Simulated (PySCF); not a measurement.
Predicted microwave data (PBE0/pcSseg-1 in PySCF (dipole) on a GFN2-xTB geometry, gas phase) for one isomer of C8H13FSi:

| Property | Result |
| --- | --- |
| Rotational constants | A = 1982, B = 720.4, C = 590.5 MHz |
| Dipole components | \|μa\| = 0.19 D, \|μb\| = 1.42 D, \|μc\| = 0.53 D |
| Inertial defect | -100.71 u·Å² |
| κ | -0.81 |

Task: Which structure is it? (One computed conformer of each.)
A. `[CH3:1][C@@H:2]([F:3])[C:4]1=[CH:5][SiH2:6][CH2:7][CH:8]=[CH:9][CH2:10]1` with C1–C2–C4–C5 -102°, C4–C5–Si6–C7 -8°, C5–Si6–C7–C8 -44°, Si6–C7–C8–C9 67°, C8–C9–C10–C4 -81°
B. `[CH3:1][CH2:2][CH2:3][C:4]#[C:5][CH2:6][Si@@H:7]1[CH2:8][C@@H:9]1[F:10]` with C1–C2–C3–C4 63°, C5–C6–Si7–C8 -178°
C. `[CH3:1]/[CH:2]=[C:3]1\[SiH2:4][C@@H:5]([CH:6]2[CH2:7][CH2:8]2)[C@@H:9]1[F:10]` with Si4–C5–C6–C7 -34°, C2–C3–Si4–C5 -162°, C3–Si4–C5–C6 -131°, C5–C6–C7–C8 110°, Si4–C5–C9–F10 133°
D. `[CH:1]#[C:2][CH2:3][C@@:4]([F:5])([SiH2:6][CH3:7])[C:8](=[CH2:9])[CH3:10]` with C2–C3–C4–F5 73°, C3–C4–Si6–C7 -65°, C3–C4–C8–C9 130°
E. `[CH3:1][C:2]#[C:3]/[C:4](=[CH:5]\[SiH2:6][CH2:7][F:8])[CH2:9][CH3:10]` with C4–C5–Si6–C7 178°, C5–Si6–C7–F8 -65°, C3–C4–C9–C10 65°
F. `[CH:1]#[C:2][CH2:3][C@:4]([F:5])([SiH2:6][CH3:7])[CH:8]1[CH2:9][CH2:10]1` with C2–C3–C4–F5 179°, C3–C4–Si6–C7 171°, C3–C4–C8–C9 -79°

Result: C. It is C/C=C1\[SiH2][C@@H](C2CC2)[C@@H]1F, an asymmetric top, point group C1. The candidates at the same level (rigid rotor, commonest isotopes):

```json
{"SMILES": "C#CC[C@](F)([SiH2]C)C1CC1", "A (MHz)": "1238", "B (MHz)": "1019", "C (MHz)": "730.6", "μa (D)": "0.08", "μb (D)": "0.03", "μc (D)": "1.21", "Δ (u·Å²)": "-212.72", "point group": "C1", "rotor": "asymmetric top"}
{"SMILES": "C/C=C1\\[SiH2][C@@H](C2CC2)[C@@H]1F", "A (MHz)": "1982", "B (MHz)": "720.4", "C (MHz)": "590.5", "μa (D)": "0.19", "μb (D)": "1.42", "μc (D)": "0.53", "Δ (u·Å²)": "-100.71", "point group": "C1", "rotor": "asymmetric top"}
{"SMILES": "C[C@@H](F)C1=C[SiH2]CC=CC1", "A (MHz)": "1920", "B (MHz)": "773.7", "C (MHz)": "609.2", "μa (D)": "0.49", "μb (D)": "2.01", "μc (D)": "0.28", "Δ (u·Å²)": "-86.79", "point group": "C1", "rotor": "asymmetric top"}
{"SMILES": "C#CC[C@@](F)([SiH2]C)C(=C)C", "A (MHz)": "1515", "B (MHz)": "856.8", "C (MHz)": "721.5", "μa (D)": "0.65", "μb (D)": "0.15", "μc (D)": "1.63", "Δ (u·Å²)": "-222.98", "point group": "C1", "rotor": "asymmetric top"}
{"SMILES": "CCCC#CC[Si@@H]1C[C@@H]1F", "A (MHz)": "2237", "B (MHz)": "410.2", "C (MHz)": "393.7", "μa (D)": "1.16", "μb (D)": "0.71", "μc (D)": "1.30", "Δ (u·Å²)": "-174.24", "point group": "C1", "rotor": "near-prolate asymmetric top"}
{"SMILES": "CC#C/C(=C\\[SiH2]CF)CC", "A (MHz)": "1411", "B (MHz)": "541.6", "C (MHz)": "415.5", "μa (D)": "2.31", "μb (D)": "0.75", "μc (D)": "1.25", "Δ (u·Å²)": "-74.71", "point group": "C1", "rotor": "asymmetric top"}
```

`CCCC#CC[Si@@H]1C[C@@H]1F` has B 43 % too low; `CC#C/C(=C\[SiH2]CF)CC` has C 30 % too low; `C#CC[C@](F)([SiH2]C)C1CC1` has B 41 % too high; `C#CC[C@@](F)([SiH2]C)C(=C)C` has A 24 % too low; `C[C@@H](F)C1=C[SiH2]CC=CC1` has B 7 % too high. No structure here is proved a minimum.
